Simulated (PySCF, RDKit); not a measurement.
Conformational energy of SMILES CCc1ccc(OC)s1. Scanned: dihedral C1–C2–C3–S9; all other coordinates were relaxed at GFN2-xTB. Points at φ and −φ are mirror images. Heavy atoms are numbered in the order of the SMILES CCc1ccc(OC)s1, hydrogens after them in the order of the atoms that carry them; the mirror image has the same energies with the sign of each dihedral reversed.

Levels of theory: UFF // GFN2-xTB (RDKit); RKS-B3LYP/6-31G* = restricted B3LYP/6-31G*, spherical d, density fitting // GFN2-xTB (PySCF); RHF/3-21G = restricted Hartree-Fock/3-21G, density fitting // GFN2-xTB run with PySCF.

Energies in eV, each method relative to its own lowest point.

| φ / ° | UFF | RKS-B3LYP/6-31G* | RHF/3-21G |
|---|---|---|---|
| -150 | 0.085 | 0.026 | 0.046 |
| -120 | 0.019 | 0.032 | 0.053 |
| -90 | 0.000 | 0.009 | 0.011 |
| -60 | 0.040 | 0.000 | 0.000 |
| -30 | 0.093 | 0.040 | 0.061 |
| 0 | 0.113 | 0.078 | 0.108 |
| 30 | 0.093 | 0.040 | 0.061 |
| 60 | 0.040 | 0.000 | 0.000 |
| 90 | 0.000 | 0.009 | 0.011 |
| 120 | 0.019 | 0.032 | 0.053 |
| 150 | 0.085 | 0.026 | 0.046 |
| 180 | 0.119 | 0.009 | 0.019 |
